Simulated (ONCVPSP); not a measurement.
**titanium: one change to an ONCV potential, before and after**

Ti (Z = 22), optimised norm-conserving Vanderbilt (ONCV), made with ONCVPSP 4.0.1 (PBE, scalar-relativistic). Core [Ne], reference 3s2 3p6 3d2 4s2. Waves: 3s+4s: rc 1.65 bohr, ncon 4, nbas 9, qcut 5.5 1/bohr, 2 projectors; 3p: rc 1.40 bohr, ncon 5, nbas 8, qcut 9.6 1/bohr, 2 projectors, debl 3.1 Ha; 3d: rc 1.25 bohr, ncon 4, nbas 7, qcut 7.8 1/bohr, 2 projectors, debl 2.9 Ha; f scattering state at 0.05 Ha: rc 1.35 bohr, ncon 4, nbas 9, qcut 8.8 1/bohr, 1 projector. Local part: polynomial inside 1.15 bohr (lpopt 4, dvloc0 4 Ha). Core correction: polynomial model core, fcfact 0.6.

Change: s: qcut 7.

Cutoffs: the cutoffs (Ha) at which the residual kinetic energy of the hardest occupied pseudo-wave falls to 1 and 0.1 mHa per electron; they do not see the model core or the augmentation charge, which bear on the density cutoff. Errors are all-electron minus pseudo energies relative to the spin-unpolarised reference configuration.

Q: Predict the effect on cutoff, ghosts and configuration errors.

A: The potential gets neither clearly harder nor softer (98 Ha and 116 Ha → 98 Ha and 116 Ha); the d channel sets the loose cutoff, while the largest relative change is in s, which becomes harder; of the 4 tests that both files solve, the error grows in 0 and shrinks in 2 by more than 15 % and 0.3 meV (median size 2.4 → 1.8 meV); neither file shows a bound ghost.

```tsv
quantity	base	changed
cutoff, loose	98 Ha	98 Ha
cutoff, tight	116 Ha	116 Ha
loose cutoff by channel	s 7.6 Ha, p 20 Ha, d 98 Ha	s 16 Ha, p 20 Ha, d 98 Ha
bound ghosts	none	none
GHOST(+) flags under 300 eV	none	none
error for 3s2 3p6 3d2 4s1, meV [ΔE 7.35 eV]	-0.6	-0.5
error for 3s2 3p6 3d2 4s0, meV [ΔE 20.92 eV]	-3.1	-2.4
error for 3s2 3p6 3d1 4s0, meV [ΔE 47.87 eV]	+13	+13
error for 3s2 3p6 3d2 4s0 4p2, meV [ΔE 6.29 eV]	-1.7	-1.1
s: phases at 1.68 bohr within 0.05 rad from the reference energy up to (Ha; the scan ends near 5)	4.6	to the end of the scan
p: phases at 1.42 bohr within 0.05 rad from the reference energy up to (Ha; the scan ends near 5)	to the end of the scan	to the end of the scan
d: phases at 1.27 bohr within 0.05 rad from the reference energy up to (Ha; the scan ends near 5)	to the end of the scan	to the end of the scan
f: phases at 1.37 bohr within 0.05 rad from the reference energy up to (Ha; the scan ends near 5)	to the end of the scan	to the end of the scan
rms error of d²Exc/dni dnj with the model core, mHa	1.62	1.47
```
